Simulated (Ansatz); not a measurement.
Mulliken charges of `B[Si](C)(F)Cl` from r2SCAN/def2-TZVPP in Ansatz (PBE0-D4/def2-TZVP geometry).

| atom | x (Å) | y (Å) | z (Å) | charge (e) |
| --- | --- | --- | --- | --- |
| B1 | -1.419 | 0.919 | 0.804 | -0.101 |
| Si2 | 0.408 | 0.270 | 0.326 | 0.681 |
| C3 | 0.614 | -1.166 | -0.821 | -0.319 |
| F4 | 1.330 | 0.002 | 1.606 | -0.318 |
| Cl5 | 1.115 | 1.987 | -0.590 | -0.251 |
| H6 | -2.306 | 0.859 | 0.005 | 0.028 |
| H7 | -1.628 | 1.466 | 1.844 | 0.033 |
| H8 | 0.046 | -1.004 | -1.740 | 0.084 |
| H9 | 1.667 | -1.299 | -1.080 | 0.083 |
| H10 | 0.257 | -2.086 | -0.351 | 0.079 |

Q: By hand: the dipole of these point charges (1 e Å = 4.8032 D).

A: Σ q r = (-0.433, -0.321, -0.162) e Å, of length 0.563 e Å = 2.70 D.

Q: How does the dipole of the full density compare? (An estimate is asked.)

A: Computed: (-0.249, -0.324, -0.169) e Å, 2.12 D; the point charges give 1.27 times that, at 16° from its direction.

Point charges leave out the atoms' own dipoles, such as those of lone pairs, and Mulliken's split depends on the basis, so the two needn't agree.
